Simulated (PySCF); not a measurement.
# Exercise with solution: entropy of an ideal gas

Ga(F)(Cl)(OH) (ClFGaHO), SMILES [OH][Ga]([F])[Cl].

The structure is a stationary point at ωB97X-D3(BJ)/def2-SVP. Other conformers were not sampled.

ωB97X-D3(BJ)/def2-SVP run with PySCF gives the harmonic wavenumbers 151, 183, 185, 353, 454, 714, 766, 831, 3904 cm⁻¹ and the rotational temperatures 0.2958, 0.1378, 0.0940 K. The molar mass is 141.18 g/mol, the symmetry number 1, the spin multiplicity 1.

Question: Work out the entropy at 298.15 K and 1 atm in the rigid-rotor, harmonic-oscillator model.

Answer: 
Translation (Sackur–Tetrode at 1 atm): S = R[1.5 ln M + 2.5 ln T − 1.16487] = 170.5 J/(mol K).
Rotation: q = (√π/σ) T^1.5/√(θA θB θC) = 147000, S = R[ln q + 3/2] = 111.4 J/(mol K).
Vibration: with u = 1.4388 ν/T, each mode gives R[u/(e^u − 1) − ln(1 − e^−u)]:
| ν (cm⁻¹) | modes | u | S (J/(mol K)) |
|---|---|---|---|
| 151 | 1 | 0.73 | 11.13 |
| 183 | 1 | 0.88 | 9.61 |
| 185 | 1 | 0.89 | 9.53 |
| 353 | 1 | 1.70 | 4.82 |
| 454 | 1 | 2.19 | 3.28 |
| 714 | 1 | 3.45 | 1.21 |
| 766 | 1 | 3.70 | 0.99 |
| 831 | 1 | 4.01 | 0.77 |
The stiffer modes add less than 0.005 each. Sum 41.3 J/(mol K).
Spin: R ln 1 = 0.0 J/(mol K).
Total 323.2 J/(mol K); the program's own thermochemistry gives 323.2. Translation makes up 53 % and vibration 13 %. Anharmonicity, hindered rotation and orbital degeneracy are left out.
